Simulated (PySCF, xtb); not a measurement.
C4H11FSi, SMILES CCC[C@@H](F)[SiH3]. One conformer was computed; it need not be the lowest.

Harmonic wavenumbers (cm⁻¹) from GFN2-xTB (xtb) at its own minimum, in rising order: 78, 85, 100, 137, 224, 232, 322, 337, 428, 549, 559, 741, 760, 774, 780, 782, 879, 934, 971, 1065, 1094, 1100, 1136, 1206, 1237, 1282, 1288, 1317, 1368, 1416, 1473, 1494, 1504, 1506, 2269, 2292, 2304, 2895, 2962, 2974, 2983, 2991, 3028, 3034, 3040.

Task: What does r2SCAN-D4/def2-SVP run with PySCF give at its own minimum? (Estimate from the structure and the level; the computed values follow.)

Result: 88, 103, 126, 156, 227, 256, 314, 339, 430, 604, 624, 747, 779, 850, 902, 907, 938, 940, 970, 1050, 1075, 1101, 1140, 1217, 1253, 1302, 1316, 1346, 1386, 1393, 1440, 1466, 1471, 1480, 2217, 2235, 2243, 3003, 3012, 3026, 3027, 3065, 3090, 3119, 3129. Paired by order, the mean absolute difference is 38 cm⁻¹ and the zero-point energies are 85.7 and 87.1 kcal/mol.
